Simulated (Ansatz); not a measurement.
Ansatz (a first-principles code) input (PBE-QIDH/def2-TZVPD):

Ansatz 0.2 input:
```yaml
crystal:
  periodic: [false, false, false]
  atoms:
    - {symbol: B, position_ang: [-0.00000000, -0.00000000, -1.23654853]}
    - {symbol: Cl, position_ang: [0.00000000, 0.00000000, 0.36369074]}
basis:
  gaussian:
    orbitals: def2-TZVPD
hamiltonian:
  xc: {name: PBE-QIDH}
total_charge: 1
magnetization: {spin_polarized: true, initial_magnetization: 1}
correlation: {electrons: outside_noble_gas}
```

End of the output:

```
integrals: 0.03 GiB planned
499 factors; integrals over basis functions are off by at most 1.1e-3 eV
mean field: 0.24 GiB planned
mean field evaluation 1: about -13175.3346 eV, gradient 2.0e1 eV
mean field evaluation 2: about -13175.4388 eV, gradient 2.0e1 eV
mean field evaluation 4: about -13177.8127 eV, gradient 2.4e0 eV
mean field evaluation 8: about -13177.8855 eV, gradient 3.0e-1 eV
mean field evaluation 16: about -13177.8880 eV, gradient 1.3e-3 eV
mean field -13177.88802192 eV, -484.2784525121 hartree, gradient 3.9e-6 eV, S^2 0.758583; 0 other end points of the search recorded, 0 dependent functions left out
6 core orbitals not correlated
reference -13177.88803383 eV, -484.2784529501 hartree; 5, 4 occupied and 72, 73 virtual orbitals, 499 factors
second order -7.07218567 eV of doubles, -0.00000000 eV of singles
Total energy: -13180.24542906 eV, -484.3650856267 hartree
```
